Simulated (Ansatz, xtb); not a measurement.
## BrH5NSi2+: which of two isomers lies lower

Structure a: `[SiH2]=[NH+][SiH2]Br`, a singlet. Structure b: `[SiH3]/[NH+]=[SiH]/Br`, a singlet. Both are isolated ions in the gas phase, relaxed with PBE0-D3(BJ)/def2-SVP; the shapes shown needn't be the lowest conformers.

a (Å):

```yaml
atoms:
  - { symbol: Br, position_ang: [1.1630, -1.0299, -2.8627] }
  - { symbol: N, position_ang: [-0.0078, -0.4216, 0.0546] }
  - { symbol: Si, position_ang: [-0.0073, -2.0396, 0.4014] }
  - { symbol: Si, position_ang: [0.4876, 0.4984, -1.4410] }
  - { symbol: H, position_ang: [0.4568, -3.0041, -0.6083] }
  - { symbol: H, position_ang: [-0.4851, -2.4352, 1.7402] }
  - { symbol: H, position_ang: [-0.3457, 0.1856, 0.8094] }
  - { symbol: H, position_ang: [1.5904, 1.3910, -1.0212] }
  - { symbol: H, position_ang: [-0.7305, 1.1937, -1.9121] }
```

b (Å):

```yaml
atoms:
  - { symbol: Br, position_ang: [-1.9628, 3.8193, 0.7102] }
  - { symbol: N, position_ang: [0.7588, 2.6905, -0.7854] }
  - { symbol: Si, position_ang: [2.2040, 1.6483, -1.1988] }
  - { symbol: Si, position_ang: [-0.3506, 2.4654, 0.4152] }
  - { symbol: H, position_ang: [1.9963, 1.1796, -2.5894] }
  - { symbol: H, position_ang: [3.3995, 2.5095, -1.0383] }
  - { symbol: H, position_ang: [2.1293, 0.5565, -0.1948] }
  - { symbol: H, position_ang: [0.6330, 3.5140, -1.3810] }
  - { symbol: H, position_ang: [-0.2087, 1.2946, 1.2960] }
```

Energies in hartree; the thermal terms are from PBE0-D3(BJ)/def2-SVP harmonic frequencies (ideal gas, rigid rotor, one conformer each, 298.15 K, 1 atm) and include the zero-point energy:

|  | a | b |
| --- | --- | --- |
| E, CCSD(T)/def2-SVP | −3207.559259 | −3207.562609 |
| E, MP2/def2-SVP | −3207.502381 | −3207.505424 |
| E, MP2/def2-TZVPP | −3208.224663 | −3208.228657 |
| zero-point energy | 0.052192 | 0.052219 |
| H(298 K) − E | 0.059688 | 0.059882 |
| G(298 K) − E | 0.020005 | 0.020052 |

Task: Correct the CCSD(T) difference for the basis set by the MP2 change, then work out ΔE, ΔE₀, ΔH and ΔG for a → b in kJ/mol (1 Eh = 2625.50 kJ/mol) and the equilibrium ratio [b]/[a].

Result: 1. Differences b − a: CCSD(T) −0.003350, MP2 in the small set −0.003043, MP2 in the large set −0.003994 Eh.
2. ΔE = −0.003350 + (−0.003994 − (−0.003043)) = −0.004301 Eh = −11.29 kJ/mol.
3. ΔE₀ = ΔE + ΔZPE = −0.004301 + (+0.000027) Eh = −11.22 kJ/mol.
4. ΔH = ΔE + (+0.000194) Eh = −10.78 kJ/mol.
5. ΔG = ΔE + (+0.000047) Eh = −11.17 kJ/mol, so ΔS = (ΔH − ΔG)/T = +1.3 J/(mol K).
6. kT = 0.9442 mEh, so K = [b]/[a] = exp(−ΔG/kT) = exp(+4.51) ≈ 91.

Structure b is favoured at this temperature. An error of 4 kJ/mol in ΔG would change K by a factor of 5. GFN2-xTB gave ΔE the other sign. Mirror images and further conformers aren't counted.

As drawn, both hold the same kinds of bond in the same numbers.

Other levels gave ΔE = +36.1 (GFN2-xTB); −7.1 (HF/STO-3G, GFN2-xTB geometries); −10.3 (r2SCAN-D4/def2-SVP, GFN2-xTB geometries); −7.9 (PBE0-D3(BJ)/def2-SVP); −2.2 (HF/def2-SVP); −8.0 (MP2/def2-SVP); −8.8 (CCSD(T)/def2-SVP) kJ/mol. The correlated steps freeze 20 core orbitals; the filled d shell of Br is correlated, in a basis made for valence electrons. Programs: Ansatz 0.2.0, xtb 6.7.1.
